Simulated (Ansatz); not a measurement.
Gas-phase electronic energies from Ansatz, PBE0-D4/def2-TZVP geometries. CCSD(T)/CBS is the MP2 limit (def2-TZVPP, def2-QZVPP) plus CCSD(T) − MP2 in def2-TZVPP, frozen cores. This one scheme is used for every species, atoms too. Functionals use def2-TZVPP. No spin–orbit coupling; open shells (•) take unrestricted orbitals. For Ga outer-core shells are correlated without core-valence functions, so the limit isn't a true one: a few kJ/mol of doubt a bond, and 10 to 20 or more in all where bonds break to atoms. Scalar relativity is left out up to krypton. Each species was taken in one conformer, which may not be the lowest.

Consider the homolysis of the H–O bond: `[OH][Ga]([Cl])[Cl]` → H• + `[O][Ga]([Cl])[Cl]`•.

```json
{"level": "revPBE", "ΔE (kcal/mol)": "118.8"}
{"level": "r2SCANh", "ΔE (kcal/mol)": "120.7"}
```

Task: What does CCSD(T)/CBS give? (An estimate is asked.)

Result: Computed: +128.1 kcal/mol. The listed levels differ from it by -9.3, -7.4 kcal/mol.

Largest T1 diagnostic among the species: 0.013.

From BLYP to BHLYP (50 % exact exchange), in def2-TZVPP and without D4, ΔE moves by −2.1 kcal/mol: exact exchange takes away binding that semilocal exchange gives to molecules. In def2-TZVPP, CCSD(T) changes the Hartree–Fock value by +35.4 kcal/mol (the triples alone add +1.6 kcal/mol) and MP2 by +40.6 kcal/mol; breaking electron pairs costs correlation energy, which Hartree–Fock lacks. At CCSD(T), def2-SVP lies −9.2 kcal/mol from the extrapolated value and def2-TZVPP −3.6 kcal/mol: correlation converges slowly with the basis, and small sets miss more of it in the bonded molecule than in its fragments.
